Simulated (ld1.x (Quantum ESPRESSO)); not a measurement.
I (Z = 53), TM: configuration errors across variants

ld1.x (Quantum ESPRESSO) 7.5 input, shortened:

```
&input
   title='I', zed=53., rel=1, dft='PBE', iswitch=3,
   config='[Kr] 4d10 5s2 5p4'
 /
 &inputp
   pseudotype=2, tm=.true., lloc=1,
   nlcc=.true., rcore=1.05
 /
2
5S  1  0   2.00   0.00  1.35  1.35  0.0
5P  2  1   4.00   0.00  1.60  1.60  0.0
 &test
   configts(1)='5s2 5p4'
 /
```

All-electron excitation energies from the reference (eV): (1) 5s2 5p5 -11.131; (2) 5s2 5p3 19.846; (3) 5s2 5p2 49.174; (4) 5s1 5p6 -0.717; (5) 5s2 5p1 88.600; (6) 5s2 5p5.3 -12.914; (7) 5s2 5p4.5 -6.599.

A true bound ghost makes a file unfit for plane-wave use even where its test errors are small: the radial tests pick states by their node count and pass the ghost by.

Errors AE − PS in meV (a dash: test not solved or not reliable):

```csv
change,(1),(2),(3),(4),(5),(6),(7),bound ghosts
base,+4.1,-7.7,-40,-7.8,-144,+5.5,+2.0,"s, d"
core correction none,+3.1,-7.3,-27,+25,-57,+4.0,+1.7,"s, d"
core correction a·sin(br)/r model core inside 0.56 bohr,+4.1,-7.7,-40,-8.1,-144,+5.5,+2.0,"s, d"
core correction a·sin(br)/r model core inside 0.74 bohr,+4.1,-7.7,-40,-8.1,-144,+5.5,+2.0,"s, d"
core correction a·sin(br)/r model core inside 0.90 bohr,+4.1,-7.7,-40,-8.0,-144,+5.5,+2.0,"s, d"
core correction a·sin(br)/r model core inside 0.98 bohr,+4.1,-7.7,-40,-7.9,-144,+5.5,+2.0,"s, d"
core correction a·sin(br)/r model core inside 1.14 bohr,+4.1,-7.7,-40,-7.6,-144,+5.5,+2.0,"s, d"
core correction a·sin(br)/r model core inside 1.32 bohr,+4.1,-7.6,-39,-6.8,-143,+5.6,+2.0,"s, d"
core correction a·sin(br)/r model core inside 1.50 bohr,+4.1,-7.8,-41,-5.5,-145,+5.5,+1.9,"s, d"
```

(1) Give the same row for: core correction a·sin(br)/r model core inside 1.62 bohr.

Answers

(1) +3.7, -8.8, -46, -3.8, -159, +4.9, +1.8; bound ghosts: s, d.
